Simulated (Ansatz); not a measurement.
Cl$_{2}$FOSn, SMILES `[O][Sn]([F])([Cl])[Cl]` radical from Hartree–Fock to CCSD(T)

```xyz
5

O     0.383   -0.479   -1.901
Sn   -0.005   -0.039   -0.023
F    -0.739   -1.559    0.834
Cl    1.938    0.470    1.051
Cl   -1.578    1.607    0.039
```

The species carries charge 0 and has multiplicity 2. Correlated methods include outer-core shells of Sn, which these sets cover unevenly. Sn takes the def2 core potential. All single points use the PBE0-D4/def2-TZVP geometry. Frozen core, unrestricted reference, the Gaussian-basis code of Ansatz.

```json
{"basis": "def2-SVP", "HF (Eh)": "-1306.27993", "MP2 corr.": "?", "CCSD corr.": "-0.72610", "(T)": "-0.01520", "CCSD(T) total": "?"}
{"basis": "def2-TZVPP", "HF (Eh)": "?", "MP2 corr.": "?", "CCSD corr.": "-1.14524", "(T)": "?", "CCSD(T) total": "?"}
{"basis": "def2-QZVPP", "HF (Eh)": "-1306.88260", "MP2 corr.": "-1.40994", "CCSD corr.": "–", "(T)": "–", "CCSD(T) total": "–"}
```

Q: Fill in the withheld values. (Best estimate.)

A: Ansatz gave: def2-SVP MP2 corr.: -0.68936; def2-SVP CCSD(T) total: -1307.02123; def2-TZVPP HF (Eh): -1306.84459; def2-TZVPP MP2 corr.: -1.11450; def2-TZVPP (T): -0.04153; def2-TZVPP CCSD(T) total: -1308.03136.
